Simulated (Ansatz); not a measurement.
Consider the cleavage of the B–Si bond: `C[SiH2]BO[SiH3]` + `O[SiH3]` → `[SiH3]OBO[SiH3]` + `C[SiH3]`.

Calculated with Ansatz (gas phase, PBE0-D4/def2-TZVP geometries, no zero-point term in ΔE). CCSD(T)/CBS adds triple-zeta CCSD(T) − MP2 to the extrapolated MP2 energy (def2 sets, frozen cores). This one scheme is used for every species. Functionals use def2-TZVPP. B3LYP here is the variant with VWN-RPA as its local correlation; programs differ in this. Each species was taken in one conformer, which may not be the lowest.

```json
{"level": "PBE-D4", "ΔE (kJ/mol)": "-160.7", "difference from CCSD(T)/CBS": "12.9"}
{"level": "r2SCAN-D4", "ΔE (kJ/mol)": "-176.0", "difference from CCSD(T)/CBS": "-2.4"}
{"level": "PBE0-D4", "ΔE (kJ/mol)": "-167.2", "difference from CCSD(T)/CBS": "6.4"}
{"level": "B3LYP-D4", "ΔE (kJ/mol)": "-177.6", "difference from CCSD(T)/CBS": "-4.0"}
{"level": "ωB97X-V", "ΔE (kJ/mol)": "-173.9", "difference from CCSD(T)/CBS": "-0.3"}
{"level": "ωB97M-V", "ΔE (kJ/mol)": "-178.5", "difference from CCSD(T)/CBS": "-4.9"}
{"level": "B2PLYP", "ΔE (kJ/mol)": "-179.0", "difference from CCSD(T)/CBS": "-5.4"}
{"level": "PBE", "ΔE (kJ/mol)": "-159.9", "difference from CCSD(T)/CBS": "13.7"}
{"level": "r2SCAN", "ΔE (kJ/mol)": "-175.9", "difference from CCSD(T)/CBS": "-2.3"}
{"level": "PBE0", "ΔE (kJ/mol)": "-166.6", "difference from CCSD(T)/CBS": "7.0"}
{"level": "B3LYP", "ΔE (kJ/mol)": "-176.4", "difference from CCSD(T)/CBS": "-2.8"}
{"level": "HF/def2-TZVPP", "ΔE (kJ/mol)": "-195.1", "difference from CCSD(T)/CBS": "-21.5"}
{"level": "MP2/def2-TZVPP", "ΔE (kJ/mol)": "-180.1", "difference from CCSD(T)/CBS": "-6.5"}
{"level": "SCS-MP2/def2-TZVPP", "ΔE (kJ/mol)": "-181.0", "difference from CCSD(T)/CBS": "-7.4"}
{"level": "CCSD/def2-TZVPP", "ΔE (kJ/mol)": "-177.6", "difference from CCSD(T)/CBS": "-4.0"}
{"level": "CCSD(T)/def2-TZVPP", "ΔE (kJ/mol)": "-175.7", "difference from CCSD(T)/CBS": "-2.1"}
{"level": "HF/def2-QZVPP", "ΔE (kJ/mol)": "-196.0", "difference from CCSD(T)/CBS": "-22.4"}
{"level": "MP2/def2-QZVPP", "ΔE (kJ/mol)": "-179.2", "difference from CCSD(T)/CBS": "-5.6"}
{"level": "SCS-MP2/def2-QZVPP", "ΔE (kJ/mol)": "-180.2", "difference from CCSD(T)/CBS": "-6.6"}
{"level": "HF/CBS(def2)", "ΔE (kJ/mol)": "-196.1", "difference from CCSD(T)/CBS": "-22.5"}
{"level": "MP2/CBS(def2)", "ΔE (kJ/mol)": "-178.1", "difference from CCSD(T)/CBS": "-4.5"}
{"level": "CCSD/CBS(def2)", "ΔE (kJ/mol)": "-175.6", "difference from CCSD(T)/CBS": "-2.0"}
{"level": "CCSD(T)/CBS", "ΔE (kJ/mol)": "-173.6", "difference from CCSD(T)/CBS": "0"}
```

Largest T1 diagnostic among the species: 0.013.

From PBE to PBE0 (25 % exact exchange), in def2-TZVPP and without D4, ΔE moves by −6.6 kJ/mol. In def2-TZVPP, CCSD(T) changes the Hartree–Fock value by +19.4 kJ/mol (the triples alone add +2.0 kJ/mol) and MP2 by +15.0 kJ/mol.
